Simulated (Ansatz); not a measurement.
`N=C[SiH2][GeH2][F]` + SiH₄ → `[F][GeH2][SiH2][SiH3]` + `C=N`  (formal exchange of groups at the Si–C bond)

Computed with Ansatz on PBE0-D4/def2-TZVP structures; ΔE is electronic, products minus reactants. CCSD(T)/CBS is the MP2 limit (def2-TZVPP, def2-QZVPP) plus CCSD(T) − MP2 in def2-TZVPP, frozen cores. This one scheme is used for every species. Functionals use def2-TZVPP. B3LYP here is the variant with VWN-RPA as its local correlation; programs differ in this. For Ge outer-core shells are correlated without core-valence functions, which leaves a few kJ/mol of doubt a bond. Scalar relativity is left out up to krypton. One conformer a species, not always the lowest.

`N=C[SiH2][GeH2][F]`:

```xyz
11

N    -0.643   -2.113   -0.397
C    -1.043   -1.339    0.523
Si   -0.285    0.328    1.028
Ge    0.850    1.245   -0.863
F     1.620   -0.150   -1.610
H     0.167   -1.741   -0.897
H    -1.914   -1.681    1.097
H    -1.345    1.270    1.482
H     0.677    0.134    2.145
H     1.993    2.228   -0.557
H    -0.076    1.817   -1.950
```

SiH₄:

Z-matrix (Å, degrees):
```
Si
H 1 1.485
H 1 1.485 2 109.5
H 1 1.485 2 109.5 3 -120.0
H 1 1.485 2 109.5 3 120.0
```

`[F][GeH2][SiH2][SiH3]`:

Z-matrix (Å, degrees):
```
Ge
Si 1 2.385
F 1 1.754 2 105.5
H 1 1.540 2 113.7 3 114.7
H 1 1.539 2 115.9 3 -116.0
Si 2 2.338 1 108.7 3 -42.0
H 2 1.490 1 107.8 3 -162.6
H 2 1.488 1 109.2 3 79.6
H 6 1.487 2 109.1 1 -54.6
H 6 1.487 2 110.3 1 -174.3
H 6 1.485 2 109.6 1 65.2
```

`C=N`:

```xyz
5

C    -0.087   -0.290   -0.247
N     0.574    0.214    0.701
H    -0.893    0.219   -0.788
H     0.145   -1.307   -0.569
H     0.260    1.164    0.902
```

```
             level  ΔE (kJ/mol)  difference from CCSD(T)/CBS
            PBE-D4        -26.3                         -5.1
         r2SCAN-D4        -22.8                         -1.6
           PBE0-D4        -28.3                         -7.1
          B3LYP-D4        -18.5                          2.7
           ωB97X-V        -21.2                          0.0
           ωB97M-V        -16.3                          4.9
            B2PLYP        -18.0                          3.2
               PBE        -27.2                         -6.0
            r2SCAN        -23.1                         -1.9
              PBE0        -28.9                         -7.7
             B3LYP        -19.8                          1.4
     HF/def2-TZVPP        -20.3                          0.9
    MP2/def2-TZVPP        -16.6                          4.6
SCS-MP2/def2-TZVPP        -15.4                          5.8
   CCSD/def2-TZVPP        -21.3                         -0.1
CCSD(T)/def2-TZVPP        -20.1                          1.1
     HF/def2-QZVPP        -20.1                          1.1
    MP2/def2-QZVPP        -17.2                          4.0
SCS-MP2/def2-QZVPP        -16.1                          5.1
      HF/CBS(def2)        -20.0                          1.2
     MP2/CBS(def2)        -17.7                          3.5
    CCSD/CBS(def2)        -22.4                         -1.2
       CCSD(T)/CBS        -21.2                            0
```

Largest T1 diagnostic among the species: 0.013.

CCSD(T)/CBS has its own doubt, a few kJ/mol and more with outer-core shells, so smaller differences from it don't rank the levels.
